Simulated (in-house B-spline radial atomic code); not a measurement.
# Response and correlation of Sm⁵⁸⁺

Closed shell [He] 2s2. Computed with a B-spline radial code for spherical atoms: Dirac-Hartree-Fock, relativistic RPA (time-dependent Dirac-Hartree-Fock) for the response and second-order many-body perturbation theory for correlation, no-pair Dirac-Coulomb Hamiltonian, finite nucleus.

Command:
```bash
python run_mb.py task.json out
```
Settings (nuclear radius in fm, box in bohr, cutoff in hartree):
```
basis_form          2
Z                   62
core_configuration  [He] 2s2
rms_radius          5.0819
mass_number         152
speed_of_light      137.036
box_radius          1.724
lmax                7
intervals           55
virtual_cutoff      96100.0
```

Cost of the run: 0.2 s on 1 thread of Arm Neoverse V2, with other jobs on the host.

```csv
"multipole (bohr³, bohr⁵, bohr⁷)",uncoupled,coupled RPA
dipole,0.0003579,0.00051689
quadrupole,4.4862e-07,4.5707e-07
octupole,5.7807e-09,?
```

(1) What is the coupled octupole polarisability?

(2) Which subshells carry the dipole polarisability?

(3) What does the dipole shielding factor come to?

Dipole polarisability at imaginary frequency:

```tsv
u (Eh)	α(iu) (bohr³)
0	0.0005169
22.7	0.0001595
68	4.997e-05
136	2.169e-05
227	1.261e-05
453	5.699e-06
906	2.192e-06
2270	5.287e-07
```

(4) What dispersion coefficients follow for two such ions (the dispersion part alone)?

Lowest J = 1 odd-parity excitations:

```json
{"energy (eV)": "140.1", "oscillator strength": "0.00811", "leading channel": "2s1/2 → p1/2", "weight": "0.996"}
{"energy (eV)": "871.2", "oscillator strength": "0.203", "leading channel": "2s1/2 → p3/2", "weight": "0.995"}
{"energy (eV)": "7418", "oscillator strength": "0.254", "leading channel": "2s1/2 → p1/2", "weight": "1.0"}
{"energy (eV)": "7621.3", "oscillator strength": "0.425", "leading channel": "2s1/2 → p3/2", "weight": "1.0"}
{"energy (eV)": "9905.2", "oscillator strength": "0.0604", "leading channel": "2s1/2 → p1/2", "weight": "1.0"}
{"energy (eV)": "9990.1", "oscillator strength": "0.113", "leading channel": "2s1/2 → p3/2", "weight": "1.0"}
{"energy (eV)": "11041", "oscillator strength": "0.0246", "leading channel": "2s1/2 → p1/2", "weight": "1.0"}
{"energy (eV)": "11084", "oscillator strength": "0.0477", "leading channel": "2s1/2 → p3/2", "weight": "1.0"}
```

Second-order correlation energy by the highest angular momentum of the excited pair (hartree): s -0.02012, p -0.2527, d -0.01125, f -0.002897, g -0.001065, h -0.0004744, i -0.0002422, k -0.0001317.

(5) What is the second-order correlation energy at the partial-wave limit?

Answers

(1) 5.8553e-09 atomic units, +1 % against the uncoupled value.

(2) 2s1/2 100.0 %, 1s1/2 0.0 %.

(3) The dipole shielding factor is 0.064, against the exact N/Z = 4/62 = 0.065 of the non-relativistic theorem.

(4) C6 = (3/π)∫α(iu)²du = 2.434e-06 hartree·bohr⁶ and C8 = 3.17e-08 hartree·bohr⁸.

(5) The listed waves sum to -0.28886 hartree; extrapolating the increments as (l + 1/2)⁻⁴ gives -0.28913 hartree, -1.97 eV per electron.
